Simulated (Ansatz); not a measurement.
```xyz
6

O     0.193   -0.938   -1.628
Ga    0.227   -0.245    0.001
S    -1.049    1.416    0.624
Cl    1.606   -1.131    1.355
H    -0.439   -0.520   -2.218
H    -0.538    1.417    1.867
```

The species carries charge 0 and has multiplicity 1.

Q: List the ωB97M-V/def2-TZVPP orbital energies in eV (Ansatz). (Estimate.)

A: Ansatz gave: Occupied: -10154.68, -2771.90, -2427.33, -1258.11, -1112.31, -1112.21, -1112.18, -526.30, -262.28, -221.31, -199.75, -199.64, -199.62, -164.41, -164.35, -164.25, -155.60, -108.09, -107.90, -107.83, -30.70, -27.40, -27.16, -27.11, -27.06, -26.76, -25.16, -23.28, -16.89, -14.79, -13.97, -12.63, -12.35, -11.99, -11.62, -11.14, -10.36. Lowest empty: 0.69, 1.07, 1.84, 2.77, 3.89, 4.47, 5.61, 6.19.
